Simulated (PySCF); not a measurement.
# Shifts of the heteroatoms

Numbering as in the mapped SMILES `[BH3-:1][N+:2]#[C:3][CH2:4][B:5]([O:6][CH3:7])[O:8][CH3:9]`. Each H is labelled by its parent atom.

[PySCF: coordinates at the PBE0-D3(BJ)/def2-SVP level; NMR shieldings at PBE0/pcSseg-1/GIAO; one computed conformer; gas phase; rapidly exchanging positions averaged; non-relativistic Hamiltonian]

(1) Where does 15N resonate?

(2) Predict the 17O NMR data.

Answers

(1) 
```tsv
atoms	environment	σ (ppm)	δ (ppm)
N2	donor nitrogen of a Lewis adduct	30.9	-178.7
```

Shieldings were converted by a linear fit to measured shifts: 15N (scatter 7.2 ppm rms vs CH3NO2, solution or neat liquid). Occasional misses reach two or three times the rms, and more in compound classes unlike the fitted ones.

On a 300 MHz spectrometer 15N resonates near 30.4 MHz, so 1 ppm is 30.4 Hz.

(2) 
| atoms | environment | σ (ppm) | δ (ppm) |
| --- | --- | --- | --- |
| O6/O8 | oxygen bonded to C, B | 219.6 | 68.2 |

Shieldings were converted by a linear fit to measured shifts: 17O: δ = 264.06 − 0.892σ (rms 13.4 ppm, 147 shifts, 14.2 ppm with the 1 outlier that the fit left out vs liquid water, solution or neat liquid). Occasional misses reach two or three times the rms, and more in compound classes unlike the fitted ones.

On a 300 MHz spectrometer 17O resonates near 40.7 MHz, so 1 ppm is 40.7 Hz.
